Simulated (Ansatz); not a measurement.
Ansatz (an electronic-structure program) input file for Br2Mg, SMILES [Mg-]([Br])[Br], charge -1, multiplicity 2, PBE/def2-TZVPD. Geometry: B3LYP-D3(BJ)/def2-SVPD.

Ansatz 0.2 input:
```yaml
crystal:
  periodic: [false, false, false]
  atoms:
    - {symbol: Mg, position_ang: [0.00000000, 0.00000000, -1.09699284]}
    - {symbol: Br, position_ang: [0.00000000, 2.18681073, 0.18805592]}
    - {symbol: Br, position_ang: [0.00000000, -2.18681074, 0.18805592]}
basis:
  gaussian:
    orbitals: def2-TZVPD
hamiltonian:
  xc: {name: PBE}
total_charge: -1
magnetization: {spin_polarized: true, initial_magnetization: 1}
```

It prints:

```
WARN ansatz: RAYON_NUM_THREADS=1 ignored (pool sized by the plan → 1); use --threads N
Functional definition: PBE
integrals: 0.09 GiB planned
1148 factors; their error is unknown
mean field: 0.62 GiB planned
mean field evaluation 1: about -145517.4868 eV, gradient 1.8e1 eV
mean field evaluation 2: about -145517.3643 eV, gradient 1.8e1 eV
mean field evaluation 4: about -145518.0924 eV, gradient 2.8e-1 eV
mean field evaluation 8: about -145518.0745 eV, gradient 5.1e-2 eV
mean field evaluation 16: about -145518.0745 eV, gradient 3.9e-5 eV
mean field -145518.07449834 eV, -5347.6906021204 hartree, gradient 3.9e-5 eV, S^2 0.750861; 0 other end points of the search recorded, 0 dependent functions left out
reference -145518.07454850 eV, -5347.6906039636 hartree; 42, 41 occupied and 107, 108 virtual orbitals, 1148 factors
Total energy: -145518.07454850 eV, -5347.6906039636 hartree
```

The run converged.
